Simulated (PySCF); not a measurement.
**Ions at one geometry of [Yb(PH3)]2+**

PySCF 2.14.0, RKS PBE0, Yb def2-SVP with ECP28, P def2-SVP, H def2-SVP; non-relativistic Hamiltonian with scalar-relativistic core potentials where named; density fitting; no spin-orbit coupling; singlets restricted, open shells unrestricted. The geometry is relaxed for charge +2, singlet, vacuum:

```xyz
5

Yb    0.0000    0.0000   -0.4038
P     0.0000    0.0000    2.5630
H     1.2742    0.0000    3.1853
H    -0.6371    1.1035    3.1853
H    -0.6371   -1.1035    3.1853
```

Energies count from the relaxed state; an electron taken off or put on is at rest in vacuum. Charges and spins are Mulliken's.

```csv
state,energy (eV),spin squared,charge on Yb1 (e),spin on Yb1 (e),dipole about the centre of mass (D)
"charge +2, singlet, vacuum",0.00,0.00,1.58,0.00,1.20
"charge +3, doublet, vacuum",20.48,0.75,1.94,0.26,8.87
```

What does the state charge +1, doublet, vacuum give?

energy (eV) -10.36, spin squared 0.75, charge on Yb1 (e) 0.75, spin on Yb1 (e) 0.97, dipole about the centre of mass (D) 2.87.

With an electron taken off (doublet) the charges change, summed by element, by Yb +0.35 e, P +0.30 e, H +0.34 e. The vertical ionisation energy is 20.48 eV, against −ε(HOMO) = 18.04 eV of the relaxed state. The level lies 2.4 eV too high, as is usual for semilocal functionals and global hybrids, which keep a self-interaction error.

With an electron put on (doublet) the charges change, summed by element, by Yb -0.83 e, P +0.01 e, H -0.18 e. The vertical electron affinity is 10.36 eV, against −ε(LUMO) = 11.98 eV of the relaxed state.

Open shells may have lower solutions than those found.
